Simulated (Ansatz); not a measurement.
Reaction (cleavage of the Si–Si bond): `N[SiH2][SiH2]Cl` + `N[SiH](N)O` → `N[SiH2]N[SiH](N)O` + `[SiH3]Cl`

Computed with Ansatz on PBE0-D4/def2-TZVP structures; ΔE is electronic, products minus reactants. CBS: MP2 limit from def2 TZ/QZ plus the TZ coupled-cluster correction, frozen cores. This one scheme is used for every species. One conformer a species, not always the lowest.

```
            species  CCSD(T)/CBS(def2) energy (Eh)
  `N[SiH2][SiH2]Cl`                    -1096.31710
       `N[SiH](N)O`                     -477.39589
`N[SiH2]N[SiH](N)O`                     -823.04951
         `[SiH3]Cl`                     -750.69636
```

(1) Work out ΔE.

Largest T1 diagnostic among the species: 0.011.

Results:

(1) ΔE = (-823.04951) + (-750.69636) − (-1096.31710) − (-477.39589) = -0.03288 Eh = -86.3 kJ/mol.

From PBE to PBE0 (25 % exact exchange), in def2-TZVPP and without D4, ΔE moves by −5.3 kJ/mol. The D4 term adds −4.8 kJ/mol with B3LYP and −2.7 kJ/mol with PBE0; it sums over pairs of atoms, weighted by their polarisabilities, and B3LYP, whose exchange is more repulsive, gets the larger term.

B3LYP here is the variant with VWN-RPA as its local correlation; programs differ in this.
